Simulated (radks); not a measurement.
Q: These are the eigenvalues of the occupied orbitals of an atom or ion with whole-number occupations (eV). Calculated with a radial shooting solver on a logarithmic mesh with Libxc functionals: scalar-relativistic Kohn-Sham, PBEsol, spin-polarised, spherical densities, point nucleus.

| orbital | eigenvalue |
|---|---|
| 1s down | -7051.829 |
| 1s up | -7051.823 |
| 2s up | -881.1037 |
| 2s down | -878.6350 |
| 2p up | -759.8936 |
| 2p down | -758.0184 |
| 3s up | -154.1545 |
| 3s down | -148.9288 |
| 3p up | -119.7487 |
| 3p down | -114.6060 |
| 3d up | -65.2886 |

Which element is it, and in what charge state? The configuration may be excited. Open shells, if any, are filled with parallel spins first.

A: Z = 26, iron, charge +4: Fe4+ in [Ar] 3d4. The list shows which subshells hold electrons but not how many an open one holds; the 1s level, -259.15 hartree, gives Z - s = 22.8 by -(Z - s)^2/2, which with screening and relativity narrows Z to a few neighbours, and the depths of the outer levels then fix element, charge and occupations together.
